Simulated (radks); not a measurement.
Values are calculated unless marked as measured or tabulated.
Isoelectronic series with 9 electrons, each ion in its NIST ground configuration. Level of theory: Dirac Kohn-Sham, PBE, spin-unpolarised, spherical densities, point nucleus; open shells fill j = l - 1/2 first (a radial shooting solver on a logarithmic mesh with Libxc functionals). Total energies (hartree) and orbital eigenvalues (hartree):

ion    configuration  E (hartree)      2p3/2      2p1/2      2s1/2
F       [He] 2s2 2p5    -99.74517   -0.40741   -0.40974   -1.09862
Mg3+    [He] 2s2 2p5   -196.45568   -3.53127   -3.54315   -4.74147
P6+     [He] 2s2 2p5   -327.30614   -8.96460   -9.00189  -10.72158
Ar9+    [He] 2s2 2p5   -492.42165  -16.66609  -16.75657  -19.00373
Sc12+   [He] 2s2 2p5   -692.01803  -26.62780  -26.81470  -29.59530
Cr15+   [He] 2s2 2p5   -926.37134  -38.84862  -39.19427  -42.51512
Co18+   [He] 2s2 2p5  -1195.81342  -53.33024  -53.91991  -57.78896
Zn21+   [He] 2s2 2p5  -1500.73250  -70.07599  -71.02195  -75.44843
As24+   [He] 2s2 2p5  -1841.57542  -89.09041  -90.53625  -95.53075
Kr27+   [He] 2s2 2p5  -2218.85104  -110.3791  -112.5044  -118.0790
Mo33+   [He] 2s2 2p5  -3085.07123  -159.8059  -163.9986  -170.7760
Rh36+   [He] 2s2 2p5  -3575.38476  -187.9597  -193.6394  -201.0430
